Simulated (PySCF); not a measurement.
## Tl (thallium, neutral) across methods

[Xe] 4f14 5d10 6s1 6p1 6d1, one real determinant (an excited configuration). Calculation: PySCF 2.14, in x2c-TZVPPall with one added diffuse shell each of s, p, d, f type (12s8p7d4f, 99 functions); scalar relativity by spin-free X2C-1e.

```json
{"method": "UHF", "E (hartree)": "-20243.17740", "mean ε 6s α (eV)": "-17.889", "mean ε 6p α (eV)": "-9.168", "mean ε 6d α (eV)": "-1.479", "Σ⟨r²⟩ (bohr²)": "119.2", "⟨S²⟩": "3.754"}
{"method": "PBE0", "E (hartree)": "-20248.84", "mean ε 6s α (eV)": "-15.271", "mean ε 6p α (eV)": "-6.872", "mean ε 6d α (eV)": "-1.094", "Σ⟨r²⟩ (bohr²)": "117.2", "⟨S²⟩": "3.752"}
{"method": "r2SCAN", "E (hartree)": "-20249.09", "mean ε 6s α (eV)": "-14.578", "mean ε 6p α (eV)": "-6.278", "mean ε 6d α (eV)": "-0.781", "Σ⟨r²⟩ (bohr²)": "117.1", "⟨S²⟩": "3.754"}
{"method": "PBE", "E (hartree)": "-20249.10", "mean ε 6s α (eV)": "-14.123", "mean ε 6p α (eV)": "-5.953", "mean ε 6d α (eV)": "-0.893", "Σ⟨r²⟩ (bohr²)": "116.8", "⟨S²⟩": "3.751"}
```

**Question.** Estimate the same row for LDA.

**Answer.** E (hartree) = -20236.83; mean ε 6s α (eV) = -14.367; mean ε 6p α (eV) = -6.018; mean ε 6d α (eV) = -0.813; Σ⟨r²⟩ (bohr²) = 114.6; ⟨S²⟩ = 3.751.

⟨L²⟩ = 8.03 against 12 for a pure F term, so this real determinant mixes terms. Spin-orbit coupling, absent here, splits the open shell strongly. The outer electron is Rydberg-like, and this basis confines it to a smaller radius and binds it less than a complete one would.
